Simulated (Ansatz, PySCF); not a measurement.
System: Si$_{2}$H$_{3}$ (charge -1, singlet). It need not be the lowest isomer of its formula. Whether it binds its extra electron was not tested at this geometry. 
Geometry from a B3LYP-D3(BJ)/def2-TZVP (Ansatz, a quantum-chemistry and plane-wave program) optimisation:
```
Si
H 1 1.5037
H 1 1.5050 2 104.17
Si 1 2.1987 2 124.18 3 -180.00
H 4 1.5392 1 90.28 2 -180.00
```
Charge -1, spin multiplicity 1.

Total electronic energies in hartree. Valence correlation only, unless marked. Spin-orbit coupling is left out. Non-relativistic. CBS(X,Y): correlation extrapolated as X^-3; Hartree-Fock from the larger set. [CCSD(T)-MP2]/basis is that difference in the basis named. The program attaches cautions to a run behind SCS-MP2/STO-3G: other roots.

The Hartree-Fock reference is unstable (checked in the largest basis), which strains HF and MP2. 

```tsv
level	program	energy (Eh)
HF/def2-TZVPP	Ansatz	-579.56650
HF/def2-QZVPP	Ansatz	-579.58580
HF-D4/def2-TZVPD	PySCF + dftd4	-579.58561
TPSS/def2-TZVPD	PySCF	-580.82933
B3LYP-D3(BJ)/def2-TZVPD	Ansatz + dftd3	-580.83012
B3LYP-D4/def2-TZVPD	Ansatz + dftd4	-580.83151
BHLYP-D4/def2-TZVPD	Ansatz + dftd4	-580.77331
BHLYP/def2-TZVPD	Ansatz	-580.76601
CAM-B3LYP-D4/def2-TZVPD	Ansatz + dftd4	(withheld)
B2PLYP-D3(BJ)/def2-TZVPD	Ansatz + dftd3	(withheld)
RI-MP2/CBS(def2-TZVPPD,def2-QZVPPD)	Ansatz	-579.8744
SCS-MP2/STO-3G	Ansatz	-572.73711
CCSD(T)/6-31G*	Ansatz	-579.72494
RI-MP2/CBS(def2-TZVPPD,def2-QZVPPD)+[CCSD(T)-MP2]/def2-SVPD	Ansatz	-579.9266
CCSD(T)/CBS(def2-TZVPPD,def2-QZVPPD)	Ansatz	-579.9218
```

Complete the blanks.


- CAM-B3LYP-D4/def2-TZVPD, energy (Eh): -580.78352
- B2PLYP-D3(BJ)/def2-TZVPD, energy (Eh): -580.52930
